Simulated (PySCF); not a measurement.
Electronic structure of Fe³⁺ (iron, charge +3) at the UHF level

Configuration: [Ar] 3d5, high-spin 6S determinant. Calculation: PySCF 2.14, in aug-cc-pVDZ; the non-relativistic Hamiltonian (point nucleus).

- Total energy: -1260.606536 hartree
- One-electron energy: -1710.2339 hartree
- Hartree (Coulomb) energy: 503.3396 hartree
- Exchange energy: -53.7123 hartree
- Kinetic energy: 1260.81344 hartree
- ⟨S²⟩: 8.7511
- ⟨L²⟩: 0.000
- Sum of ⟨r⟩: 13.63 bohr
- Sum of ⟨r²⟩: 13.04 bohr²
- Density at the nucleus (Gaussians lack the cusp): 11800 bohr⁻³
- Spin density at the nucleus: 0.398 bohr⁻³
- Langevin diamagnetic susceptibility: -10.3 ×10⁻⁶ cm³/mol
- Time after the integrals: 0.17 s of wall time on 1 thread of Neoverse-V2 (shared host)

```json
{"shell": "1s α", "electrons": "1", "mean orbital energy (eV)": "-7149.9", "rms radius, mean of both spins (bohr)": "0.0685"}
{"shell": "1s β", "electrons": "1", "mean orbital energy (eV)": "-7149.8", "rms radius, mean of both spins (bohr)": "0.0685"}
{"shell": "2s α", "electrons": "1", "mean orbital energy (eV)": "-909.29", "rms radius, mean of both spins (bohr)": "0.292"}
{"shell": "2s β", "electrons": "1", "mean orbital energy (eV)": "-904.47", "rms radius, mean of both spins (bohr)": "0.292"}
{"shell": "2p α", "electrons": "3", "mean orbital energy (eV)": "-786.24", "rms radius, mean of both spins (bohr)": "0.262"}
{"shell": "2p β", "electrons": "3", "mean orbital energy (eV)": "-781.48", "rms radius, mean of both spins (bohr)": "0.262"}
{"shell": "3s α", "electrons": "1", "mean orbital energy (eV)": "-156.68", "rms radius, mean of both spins (bohr)": "0.873"}
{"shell": "3s β", "electrons": "1", "mean orbital energy (eV)": "-144.08", "rms radius, mean of both spins (bohr)": "0.873"}
{"shell": "3p α", "electrons": "3", "mean orbital energy (eV)": "-118.89", "rms radius, mean of both spins (bohr)": "0.924"}
{"shell": "3p β", "electrons": "3", "mean orbital energy (eV)": "-103.66", "rms radius, mean of both spins (bohr)": "0.924"}
{"shell": "3d α", "electrons": "5", "mean orbital energy (eV)": "-56.561", "rms radius, mean of both spins (bohr)": "1.08"}
```
